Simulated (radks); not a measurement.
Spherical quantum dot in the effective-mass picture: electrons in a parabolic well V = omega^2 r^2 / 2 with omega = 0.208, all in effective atomic units (hartree* = m*/eps^2 hartree, bohr* = eps/m* bohr), one dielectric constant everywhere. Calculated with a radial shooting solver with Libxc functionals: non-relativistic Kohn-Sham, LDA (Slater exchange, Perdew-Wang correlation), spin-polarised, spherical densities. Levels are named by radial order and angular momentum (1s, 1p, 1d, 2s, ...), and open shells are averaged over m. Results are scaled to m* = 0.21 and eps = 9.1, for which hartree* = 69.01 meV and bohr* = 2.293 nm.

N = 4, configuration 1s2 1p(up 2, down 0). This is the lowest configuration that the search found. Occupied and some empty levels:

level    occupation  eigenvalue (meV)  <r> (nm)
1s up             1            79.668     7.396
1s down           1            82.013     7.352
1p up             2            88.254     9.050
1p down           0            90.684     9.136
1d up             0            98.383     10.34
1d down           0            100.62     10.48
2s up             0            101.53     9.189
2s down           0            103.06     9.286
1f up             0            109.53     11.44
1f down           0            111.46     11.60

Energy (meV): total 214.881, kinetic 39.167, external 86.088, Hartree 138.04, exchange-correlation -48.416.
